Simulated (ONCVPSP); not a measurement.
## What one change does to a pseudopotential (Sc, ONCV)

| Item | Value |
| --- | --- |
| Element | Sc |
| Generator | ONCVPSP 4.0.1 |
| Type | optimised norm-conserving Vanderbilt (ONCV) |
| Functional | PBE |
| Relativity | fully relativistic |
| Frozen core | [Ne] |
| Valence charge | 11 |
| Reference configuration | 3s2 3p6 (charge +3) |
| Partial waves | 3s: rc 1.30 bohr, ncon 5, nbas 8, qcut 7.8 1/bohr, 3 projectors, debl 3.3 Ha; 3p: rc 1.30 bohr, ncon 4, nbas 9, qcut 8.6 1/bohr, 2 projectors, debl 0.7 Ha; d scattering state at 0.06 Ha: rc 1.20 bohr, ncon 4, nbas 7, qcut 9.1 1/bohr, 2 projectors, debl 1.5 Ha; f scattering state at 0.14 Ha: rc 1.20 bohr, ncon 4, nbas 7, qcut 8.3 1/bohr, local |
| Local potential | the f channel |
| Core correction | polynomial model core, fcfact 0.25 |

Open shells are filled in proportion to 2j + 1.

In the p channel the program set the typed energies aside and used -2.367, 0.250 Ha (j = l + 1/2; the other j can differ). In the d channel the program set the typed energies aside and used 0.050, 1.550 Ha (j = l + 1/2; the other j can differ).

Change: d: rc 1.4. In the p channel the program set the typed energies aside and used -2.367, 0.250 Ha (j = l + 1/2; the other j can differ). In the d channel the program set the typed energies aside and used -1.186, 0.314 Ha (j = l + 1/2; the other j can differ).

Cutoffs: the cutoffs (Ha) at which the residual kinetic energy of the hardest occupied pseudo-wave falls to 1 and 0.1 mHa per electron; they do not see the model core or the augmentation charge, which bear on the density cutoff. Errors are all-electron minus pseudo energies relative to the spin-unpolarised reference configuration.

Problem. Predict the effect on cutoff, ghosts and configuration errors.

Solution. The potential gets neither clearly harder nor softer (29 Ha and 81 Ha → 29 Ha and 81 Ha); of the 3 tests that both files solve, the error grows in 3 and shrinks in 0 by more than 15 % and 0.3 meV (median size 16.5 → 24.2 meV); neither file shows a bound ghost. More of the atom is replaced by a form fitted at one configuration, so other configurations suffer.

```csv
quantity,base,changed
"cutoff, loose",29 Ha,29 Ha
"cutoff, tight",81 Ha,81 Ha
bound ghosts,none,none
GHOST(+) flags under 300 eV,none,none
tests with a reliable result,3 of 4,3 of 4
"error for 3s2 3p6 3d1 4s1, meV [ΔE -37.64 eV]",+17,+24
"error for 3s2 3p6 3d1, meV [ΔE -24.87 eV]",+17,+26
"error for 3s2 3p6 3d1 4p2, meV [ΔE -38.86 eV]",+16,+24
s: phases at 1.32 bohr within 0.05 rad from the reference energy up to (Ha; the scan ends near 5),to the end of the scan,to the end of the scan
p3/2: phases at 1.32 bohr within 0.05 rad from the reference energy up to (Ha; the scan ends near 5),to the end of the scan,to the end of the scan
p1/2: phases at 1.32 bohr within 0.05 rad from the reference energy up to (Ha; the scan ends near 5),to the end of the scan,to the end of the scan
f7/2: phases at 1.22 bohr within 0.05 rad from the reference energy up to (Ha; the scan ends near 5),to the end of the scan,to the end of the scan
f5/2: phases at 1.22 bohr within 0.05 rad from the reference energy up to (Ha; the scan ends near 5),to the end of the scan,to the end of the scan
"rms error of d²Exc/dni dnj with the model core, mHa",8.60,8.60
```
